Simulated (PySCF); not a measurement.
How the method changes the constants of BeAl

State: ²Π (doublet), unpaired electrons π ↑. Set-up: PySCF, no relativity, basis sets Be def2-TZVP, Al def2-TZVP. De refers to Be + Al in their high-spin ground configurations, without counterpoise correction. The functionals are run spin-unrestricted. A positive dipole means Be(−)Al(+). Levels whose curve was spin-contaminated or gave no clean fit are not listed.

```tsv
Level	Re (Å)	ωe (cm⁻¹)	De (eV)	μ (D)	CPU s a point (SCF and correlation, without the integrals)
UHF-MP2	2.432	415	0.459	n/a	0.37
UHF-SCS-MP2	2.448	380	0.345	n/a	n/a
UHF-CCSD	2.481	329	0.318	n/a	n/a
UHF-CCSD(T)	2.453	367	0.452	n/a	4
LDA	2.391	418	1.15	-0.14	0.51
PBE	2.417	404	0.94	-0.09	0.75
r²SCAN	2.415	410	0.91	-0.29	8.2
PBE0	2.414	384	0.78	-0.30	1.2
MN15	2.484	325	0.64	-0.35	1.3
B2PLYP	2.430	399	0.55	-0.44	1.6
```

The bond length runs from 2.391 Å (LDA) to 2.484 Å (MN15). De spans 0.32 eV (UHF-CCSD, coupled cluster) to 1.15 eV (LDA, local density).

Correlated steps freeze 5 core orbitals. B2PLYP dipoles, levels and charges come from its SCF part alone. The state was picked by a PBE0 search and need not be the measured ground state.

The whole job (state search and all levels along the bond) took about 4 min on 1 thread of Arm Neoverse V1 (shared host), peak memory 0.92 GiB.
